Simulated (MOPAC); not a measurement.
A run for MOPAC: PM7 on C2H6Ge (SMILES C=[CH][GeH3]), a point of a torsion scan.

```
PM7 1SCF PRECISE CHARGE=0 THREADS=1
C2H6Ge

C      1.56389673 1    -0.14920834 1    -0.27871423 1
C      0.55458825 1     0.03436218 1     0.55698385 1
Ge    -1.31391427 1     0.07320381 1     0.01165467 1
H      1.39902030 1    -0.32285406 1    -1.33109502 1
H      2.59473884 1    -0.14754061 1     0.04336958 1
H      0.76421621 1     0.20490785 1     1.60597631 1
H     -1.60098083 1    -0.96071346 1    -1.02685448 1
H     -1.69839475 1     1.40160586 1    -0.55564153 1
H     -2.20097591 1    -0.18482719 1     1.18634522 1
```

Program output:

```
*******************************************************************************
 **                                                                           **
 **                              MOPAC v23.2.5                                **
 **                                                                           **
 *******************************************************************************
 ** MOPAC's Digital Object Identifier: https://doi.org/10.5281/zenodo.6511958 **
 **                                                                           **
 ** Please cite the open-source release paper for use of this MOPAC version:  **
 ** J. E. Moussa and J. J. P. Stewart (2026)                                  **
 ** MOPAC: An open-source semiempirical molecular orbital program             **
 ** J. Open Source Softw., 11(119), 8025, https://doi.org/10.21105/joss.08025 **
 *******************************************************************************

                              PM7 CALCULATION RESULTS

 *******************************************************************************
 *  PM7        - The PM7 Hamiltonian to be used
 *
 *
 *
 *                 CHARGE ON SYSTEM = 0
 *
 *
 *
 *  PRECISE    - TIGHTER CRITERIA TO BE USED
 *  1SCF       - DO 1 SCF AND THEN STOP
 *  THREADS=1  - MULTI-THREADING NOT USED
 *  T=         - A TIME OF 172800.0 SECONDS REQUESTED
 *  DUMP=N     - RESTART FILE WRITTEN EVERY 7200.0 SECONDS REQUESTED
 *******************************************************************************
PM7 1SCF PRECISE CHARGE=0 THREADS=1
 C2H6Ge

   ATOM   CHEMICAL          X               Y               Z
  NUMBER   SYMBOL      (ANGSTROMS)     (ANGSTROMS)     (ANGSTROMS)

     1       C          1.56389673  *  -0.14920834  *  -0.27871423  *
     2       C          0.55458825  *   0.03436218  *   0.55698385  *
     3      Ge         -1.31391427  *   0.07320381  *   0.01165467  *
     4       H          1.39902030  *  -0.32285406  *  -1.33109502  *
     5       H          2.59473884  *  -0.14754061  *   0.04336958  *
     6       H          0.76421621  *   0.20490785  *   1.60597631  *
     7       H         -1.60098083  *  -0.96071346  *  -1.02685448  *
     8       H         -1.69839475  *   1.40160586  *  -0.55564153  *
     9       H         -2.20097591  *  -0.18482719  *   1.18634522  *



          CARTESIAN COORDINATES

    NO.       ATOM           X           Y           Z

     1         C          1.5639     -0.1492     -0.2787
     2         C          0.5546      0.0344      0.5570
     3        Ge         -1.3139      0.0732      0.0117
     4         H          1.3990     -0.3229     -1.3311
     5         H          2.5947     -0.1475      0.0434
     6         H          0.7642      0.2049      1.6060
     7         H         -1.6010     -0.9607     -1.0269
     8         H         -1.6984      1.4016     -0.5556
     9         H         -2.2010     -0.1848      1.1863

 General Reference for PM7:
 "Optimization of Parameters for Semiempirical Methods VI: More Modifications to the
 NDDO Approximations and Re-optimization of Parameters", J. J. P. Stewart, J. Mol. Mod., 1:32, 19 (2013)
 https://link.springer.com/article/10.1007/s00894-012-1667-x

           Empirical Formula: C2 H6 Ge  =     9 atoms



      MOLECULAR POINT GROUP   :   C1


      RHF CALCULATION, NO. OF DOUBLY OCCUPIED LEVELS = 9


 -------------------------------------------------------------------------------
 PM7 1SCF PRECISE CHARGE=0 THREADS=1
 C2H6Ge



     1SCF WAS SPECIFIED, SO BFGS WAS NOT USED
     SCF FIELD WAS ACHIEVED


                              PM7 CALCULATION
                                                       MOPAC v23.2.5 Linux




          FINAL HEAT OF FORMATION =         37.47323 KCAL/MOL =     156.78799 KJ/MOL


          COSMO AREA              =        112.01 SQUARE ANGSTROMS
          COSMO VOLUME            =        100.10 CUBIC ANGSTROMS

          IONIZATION POTENTIAL    =         10.519065 EV
          HOMO LUMO ENERGIES (EV) =        -10.519  0.298
          NO. OF FILLED LEVELS    =          9
          MOLECULAR WEIGHT        =        102.6594         POINT GROUP:  C1

          MOLECULAR DIMENSIONS (Angstroms)

            Atom       Atom       Distance
            H     9    H     5     4.93018
            H     6    H     7     3.31626
            H     7    H     8     2.06489


          SCF CALCULATIONS        =          1





   ATOM   CHEMICAL          X               Y               Z
  NUMBER   SYMBOL      (ANGSTROMS)     (ANGSTROMS)     (ANGSTROMS)

     1       C          1.56389673  *  -0.14920834  *  -0.27871423  *
     2       C          0.55458825  *   0.03436218  *   0.55698385  *
     3      Ge         -1.31391427  *   0.07320381  *   0.01165467  *
     4       H          1.39902030  *  -0.32285406  *  -1.33109502  *
     5       H          2.59473884  *  -0.14754061  *   0.04336958  *
     6       H          0.76421621  *   0.20490785  *   1.60597631  *
     7       H         -1.60098083  *  -0.96071346  *  -1.02685448  *
     8       H         -1.69839475  *   1.40160586  *  -0.55564153  *
     9       H         -2.20097591  *  -0.18482719  *   1.18634522  *

                             CARTESIAN COORDINATES

   1    C        1.563896730    -0.149208340    -0.278714230
   2    C        0.554588250     0.034362180     0.556983850
   3   Ge       -1.313914270     0.073203810     0.011654670
   4    H        1.399020300    -0.322854060    -1.331095020
   5    H        2.594738840    -0.147540610     0.043369580
   6    H        0.764216210     0.204907850     1.605976310
   7    H       -1.600980830    -0.960713460    -1.026854480
   8    H       -1.698394750     1.401605860    -0.555641530
   9    H       -2.200975910    -0.184827190     1.186345220


           Empirical Formula: C2 H6 Ge  =     9 atoms



      MOLECULAR POINT GROUP   :   C1


                  EIGENVALUES
 -26.78659 -19.77968 -17.94387 -15.65365 -13.84716 -12.37289 -11.74670 -10.80112
 -10.51906   0.29789   0.76139   1.29842   1.47487   4.82418   5.48883   5.91812
   6.38086   6.54916


              NET ATOMIC CHARGES AND DIPOLE CONTRIBUTIONS

  ATOM NO.   TYPE          CHARGE      No. of ELECS.   s-Pop       p-Pop
    1          C          -0.249625        4.2496     1.09653     3.15310
    2          C          -0.292615        4.2926     1.09909     3.19352
    3         Ge          -0.171055        4.1711     0.97764     3.19342
    4          H           0.142913        0.8571     0.85709
    5          H           0.146104        0.8539     0.85390
    6          H           0.158147        0.8419     0.84185
    7          H           0.087970        0.9120     0.91203
    8          H           0.089968        0.9100     0.91003
    9          H           0.088192        0.9118     0.91181
 DIPOLE           X         Y         Z       TOTAL
 POINT-CHG.    -0.556     0.022    -0.293     0.629
 HYBRID         0.241    -0.001     0.057     0.247
 SUM           -0.315     0.021    -0.236     0.394


          ATOMIC ORBITAL ELECTRON POPULATIONS

     Atom    s        px        py        pz
    1  C   1.09653   1.07854   0.97540   1.09916
    2  C   1.09909   1.05053   1.02936   1.11363
    3 Ge   0.97764   0.96456   1.12138   1.10748
    4  H   0.85709
    5  H   0.85390
    6  H   0.84185
    7  H   0.91203
    8  H   0.91003
    9  H   0.91181

 **********************
 *                    *
 * JOB ENDED NORMALLY *
 *                    *
 **********************




 == MOPAC DONE ==
```

The run finished.

Cost: very roughly 0.03 core-seconds.
